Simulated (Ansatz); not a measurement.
Molecule: CH5OSi, charge 0, multiplicity 2. It need not be the lowest isomer of its formula. SMILES: CO[SiH2]
Geometry from a B3LYP-D3(BJ)/def2-TZVP (Ansatz, an electronic-structure program) optimisation:
```
O
C 1 1.4191
H 2 1.0896 1 107.95
H 2 1.0933 3 108.81 1 120.36
H 2 1.0945 3 108.85 4 118.54
Si 1 1.6498 2 124.94 3 -164.94
H 6 1.4858 1 105.76 2 165.86
H 6 1.4962 7 110.89 1 118.84
```
Charge 0, spin multiplicity 2.

Parts of the frozen-core correlation energy in cc-pVTZ (Ansatz, hartree). Frozen orbitals: 7; correlated occupied orbitals by spin: 10 and 9; virtual: 147 and 148. UHF or UKS for open shells. Spin-orbit coupling is left out. Non-relativistic.

```json
[
 {"term": "reference (HF)", "value": "-404.61480"},
 {"term": "MP2 opposite-spin", "value": "-0.40440"},
 {"term": "MP2 same-spin", "value": "…"},
 {"term": "CCSD correlation", "value": "…"},
 {"term": "(T)", "value": "…"},
 {"term": "T1 diagnostic", "value": "0.015"},
 {"term": "largest doubles amplitude", "value": "0.018"},
 {"term": "<S^2> of the reference", "value": "0.754"}
]
```

### Question
Some entries are withheld; supply them.

### Answer

- MP2 same-spin, value: -0.11502
- CCSD correlation, value: -0.55210
- (T), value: -0.01965
